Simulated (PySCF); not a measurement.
Molecule: SMILES FBOC(F)F, CH2BF3O.

Structure with atom numbers: `[F:1][BH:2][O:3][CH:4]([F:5])[F:6]` (H(Xn): hydrogen on atom n).

Geometry PBE0-D3(BJ)/def2-SVP throughout; GIAO in PySCF 2.14, gas phase, one conformer, non-relativistic; equivalent atoms averaged; functional PBE0.

**Question.** How do the absolute shieldings σ depend on the basis set? (ppm; last column core-seconds on shared hosts with different chips, so compare them loosely)

**Answer.** 
```csv
basis set,functions,F1,F5/F6,B2,O3,C4,H(B2),H(C4),core-s
STO-3G,32,291.0,401.6,108.4,267.2,142.5,28.38,28.40,1.9
6-31G,58,244.5,280.0,92.4,138.6,86.1,27.41,25.74,3.7
pcSseg-0,58,236.0,280.0,79.6,131.5,65.8,27.17,25.33,5.4
6-31G*,88,262.4,291.2,90.6,152.8,83.7,27.44,25.26,5.2
def2-SVP,94,264.6,293.4,88.1,150.7,82.6,27.23,25.10,5.1
cc-pVDZ,94,259.2,288.9,90.9,146.7,85.7,27.12,24.80,9.4
pcSseg-1,112,247.5,270.9,76.4,124.2,68.8,26.91,24.63,6.4
aug-cc-pVDZ,156,265.6,285.1,88.9,143.5,84.0,26.82,24.44,18
"6-311+G(2d,p)",174,256.6,272.4,79.5,126.7,72.7,27.02,24.67,12
def2-TZVP,198,253.6,272.1,79.8,126.6,69.9,26.97,24.77,15
cc-pVTZ,208,254.7,274.1,80.3,130.6,71.2,26.93,24.60,27
IGLO-III,230,252.7,270.1,76.0,122.2,65.8,26.87,24.49,28
pcSseg-2,244,252.5,271.2,75.3,122.7,64.9,26.89,24.49,17
```

**Question.** Which nucleus moves most, in ppm?

**Answer.** O3 (oxygen bonded to C, B): from 122.2 ppm with IGLO-III to 267.2 ppm with STO-3G. The smallest spread is 1.56 ppm, at H(B2). Proton shifts span only some 12 ppm, so a few tenths of a ppm matter as much there as several ppm in carbon.

**Question.** Taking the largest basis, pcSseg-2 (244 functions), as the yardstick, rank the others by their worst heavy-atom deviation.

**Answer.** IGLO-III 1.1 ppm (230 functions), def2-TZVP 5.0 ppm (198 functions), pcSseg-1 5.0 ppm (112 functions), 6-311+G(2d,p) 7.8 ppm (174 functions), cc-pVTZ 7.8 ppm (208 functions), pcSseg-0 16.6 ppm (58 functions), aug-cc-pVDZ 20.8 ppm (156 functions), 6-31G 21.2 ppm (58 functions), cc-pVDZ 24.0 ppm (94 functions), def2-SVP 27.9 ppm (94 functions), 6-31G* 30.1 ppm (88 functions), STO-3G 144.4 ppm (32 functions).

A small basis that lands close on one nucleus may do so by chance; judge by the trend and by all nuclei.
